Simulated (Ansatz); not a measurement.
Computed with Ansatz on PBE0-D4/def2-TZVP structures; ΔE is electronic, products minus reactants. CCSD(T)/CBS is the MP2 limit (def2-TZVPP, def2-QZVPP) plus CCSD(T) − MP2 in def2-TZVPP, frozen cores. This one scheme is used for every species. DFT in def2-TZVPP. For Ge outer-core shells are correlated without core-valence functions, which leaves a few kJ/mol of doubt a bond. Scalar relativity is left out up to krypton. One conformer a species, not always the lowest.

Consider the redistribution: `[Cl][GeH3]` + `CN([SiH3])[SiH2]Cl` → `C[N]([SiH2]Cl)[GeH2][Cl]` + SiH₄.

| level | ΔE (kcal/mol) | difference from CCSD(T)/CBS |
| --- | --- | --- |
| PBE-D4 | 6.0 | 0.1 |
| B2PLYP | 6.5 | 0.6 |
| PBE | 6.6 | 0.7 |
| r2SCAN | 6.8 | 0.9 |
| HF/def2-TZVPP | 7.8 | 1.9 |
| SCS-MP2/def2-TZVPP | 5.3 | -0.6 |
| CCSD(T)/def2-TZVPP | 5.2 | -0.7 |
| SCS-MP2/def2-QZVPP | 5.9 | 0.0 |
| HF/CBS(def2) | 8.2 | 2.3 |
| CCSD/CBS(def2) | 6.4 | 0.5 |
| CCSD(T)/CBS | 5.9 | 0 |

Largest T1 diagnostic among the species: 0.011.

In def2-TZVPP, CCSD(T) changes the Hartree–Fock value by −2.6 kcal/mol (the triples alone add −0.5 kcal/mol) and MP2 by −2.7 kcal/mol. The D4 term adds −0.9 kcal/mol with B3LYP and −0.6 kcal/mol with PBE0; it sums over pairs of atoms, weighted by their polarisabilities, and B3LYP, whose exchange is more repulsive, gets the larger term.

B3LYP here is the variant with VWN-RPA as its local correlation; programs differ in this.
